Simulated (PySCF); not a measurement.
**Adding and removing an electron: GaSn**

UHF-MP2; basis Ga cc-pVDZ-PP with ECP10, Sn cc-pVDZ-PP with ECP28; scalar-relativistic core potentials; PySCF 2.14. Neutral (UHF): quartet (σ ↑, π ↑↑), Re = 2.681 Å, ωe = 189 cm⁻¹, De = 1.92 eV.

GaSn⁺ (UHF): triplet (σ ↑, π ↑), Re = 3.126 Å, ωe = 100 cm⁻¹, De = 0.88 eV to Ga⁺ + Sn. The energies at the minima are -471.79322 hartree for GaSn and -471.54502 for GaSn⁺.

Question: Work out the adiabatic ionisation energy, without and with harmonic zero-point energies (1 hartree = 27.2114 eV, 1 eV = 8065.5 cm⁻¹), and the change of the bond length.

Answer: At UHF-MP2: 0.24820 hartree = 6.754 eV between the minima; the zero-point term (100.0 − 189.0)/2 cm⁻¹ = -0.006 eV makes it 6.748 eV. Re changes by +44.5 pm against the neutral. The electron leaves a π orbital, and the ion is left as a loose complex of an ion and an atom.

Correlated steps freeze 8 core orbitals. Correlated levels converge slowly with the basis: in double zeta they bind strong bonds too weakly, by up to about 1 eV, and carry superposition errors of some tenths. Spin–orbit coupling is left out, which matters for elements this heavy, above all for dissociation energies. For an ion De counts to the pair picked by the measured ionisation energies or electron affinities, which need not be the lowest pair at this level. States were picked by a PBE0 search and need not be the measured ground states.
